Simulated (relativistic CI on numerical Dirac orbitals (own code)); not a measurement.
**Slater and spin-orbit integrals, Ir XX**

Computed by Dirac-Coulomb-Breit CI, KLI orbitals optimised for each configuration, model QED (radiative potential, 1s self-energy scaled to tabulated hydrogen-like ionisation energies), unscaled Slater integrals (own radial code, finite nucleus).

Slater integrals F^k, G^k are unscaled and averaged over j, outside the closed core [Ar] 3d10; ζ comes from projecting the Hamiltonian with its Breit term on Σ l·s of the shell.

- 4s2 4p6 4d10 4f12: F^2(4f,4f) = 211130, F^4(4f,4f) = 135690, F^6(4f,4f) = 98602, ζ(4f) = 7475.6 cm⁻¹; <r>(4f) = 0.4807, <r^2>(4f) = 0.2712 (bohr units).
- 4s2 4p6 4d10 4f11 5s: F^2(4f,4f) = 213920, F^4(4f,4f) = 137610, F^6(4f,4f) = 100040, ζ(4f) = 7689.9, G^3(4f,5s) = 36006 cm⁻¹; <r>(4f) = 0.4755, <r^2>(4f) = 0.2652, <r>(5s) = 0.8437, <r^2>(5s) = 0.7921 (bohr units).
- 4s2 4p6 4d10 4f10 5s2: F^2(4f,4f) = 216910, F^4(4f,4f) = 139680, F^6(4f,4f) = 101580, ζ(4f) = 7906.8 cm⁻¹; <r>(4f) = 0.4701, <r^2>(4f) = 0.2588 (bohr units).

Averages of the first 10 configurations, taken without configuration mixing, which lowers the lowest level and can move excited configurations by several eV; other configurations of the list can lie among them:

```
          Configuration  Parity  States  Average energy above the lowest level (eV)
      4s2 4p6 4d10 4f12    even      91                                         5.3
   4s2 4p6 4d10 4f11 5s     odd     728                                        27.9
  4s2 4p6 4d10 4f10 5s2    even    1001                                        58.5
4s2 4p6 4d10 4f10 5s 5p     odd   12012                                       112.3
   4s2 4p6 4d10 4f11 5p    even    2184                                        84.3
       4s2 4p6 4d9 4f13     odd     140                                       252.1
       4s2 4p6 4d8 4f14    even      45                                       500.8
   4s2 4p6 4d10 4f11 6s     odd     728                                       234.6
   4s2 4p6 4d10 4f11 5f    even    5096                                       238.2
    4s2 4p6 4d9 4f12 5s    even    1820                                       273.8
```
